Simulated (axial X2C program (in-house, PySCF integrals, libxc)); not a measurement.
**Bond lengths and stretching modes, held linear, of BrCuBr⁻**

Calculated with an axial X2C code built on PySCF integrals: two-component X2C with atomic mean-field Coulomb and Gaunt terms, Gaussian nuclei, basis Br dyall-av3z, Cu dyall-v3z with contracted cores. Spin-free rows use the one-electron spin-free X2C Hamiltonian.

Masses Br 78.918, Cu 62.930, Br 78.918 u. States: 2c Ω = 0 (all partner blocks equally filled); spin-free M_S = 0, Λ = 0 (closed shell).

HF, 2c: energies above the lowest point

```tsv
r(Br–Cu) (Å)	r(Cu–Br) (Å)	E (meV)
2.1947	2.1947	244.74
2.1947	2.2510	171.98
2.1947	2.3073	132.05
2.2510	2.1947	171.98
2.2510	2.2510	100.51
2.2510	2.3073	61.69
2.2510	2.3636	48.47
2.3073	2.1947	132.05
2.3073	2.2510	61.69
2.3073	2.3073	23.86
2.3636	2.2510	48.47
2.3636	2.3636	0.00
```

Problem. Fit a quadratic surface with cubic terms in each bond: where is the minimum, and what are the two stretching wavenumbers?

Solution. At HF, 2c: bonds 2.366 and 2.366 Å; harmonic stretches 144.7 and 256.5 cm⁻¹; force constants 0.923, 0.923 and coupling 0.05 mdyn/Å.

The other levels and Hamiltonians give:

```json
{"Hamiltonian": "2c", "level": "PBE0", "r(Br–Cu) (Å)": "2.248", "r(Cu–Br) (Å)": "2.248", "lower stretch (cm⁻¹)": "182.8", "upper stretch (cm⁻¹)": "321.8"}
{"Hamiltonian": "2c", "level": "BHandHLYP", "r(Br–Cu) (Å)": "2.281", "r(Cu–Br) (Å)": "2.281", "lower stretch (cm⁻¹)": "174.4", "upper stretch (cm⁻¹)": "308.0"}
{"Hamiltonian": "2c", "level": "MP2", "r(Br–Cu) (Å)": "2.195", "r(Cu–Br) (Å)": "2.195", "lower stretch (cm⁻¹)": "195.0", "upper stretch (cm⁻¹)": "348.9"}
{"Hamiltonian": "spin-free", "level": "PBE0", "r(Br–Cu) (Å)": "2.247", "r(Cu–Br) (Å)": "2.247", "lower stretch (cm⁻¹)": "183.1", "upper stretch (cm⁻¹)": "322.3"}
{"Hamiltonian": "spin-free", "level": "HF", "r(Br–Cu) (Å)": "2.365", "r(Cu–Br) (Å)": "2.365", "lower stretch (cm⁻¹)": "145.1", "upper stretch (cm⁻¹)": "257.4"}
{"Hamiltonian": "spin-free", "level": "BHandHLYP", "r(Br–Cu) (Å)": "2.280", "r(Cu–Br) (Å)": "2.280", "lower stretch (cm⁻¹)": "174.8", "upper stretch (cm⁻¹)": "308.6"}
{"Hamiltonian": "spin-free", "level": "MP2", "r(Br–Cu) (Å)": "2.194", "r(Cu–Br) (Å)": "2.194", "lower stretch (cm⁻¹)": "195.3", "upper stretch (cm⁻¹)": "349.3"}
```

Each state is one determinant, the lowest of a limited PBE0 search; the stretches come from a fit to these few points and carry an uncertainty of a few per cent. Other orders of the atoms were not compared. The levels spread by more than a fifth, so the stretches depend strongly on the method. MP2 freezes inner shells (threshold -2 hartree). For an anion the highest level of a functional can be positive, and the basis then holds the extra electron. The molecule was held linear; bending was not examined, so a bent shape may lie lower.
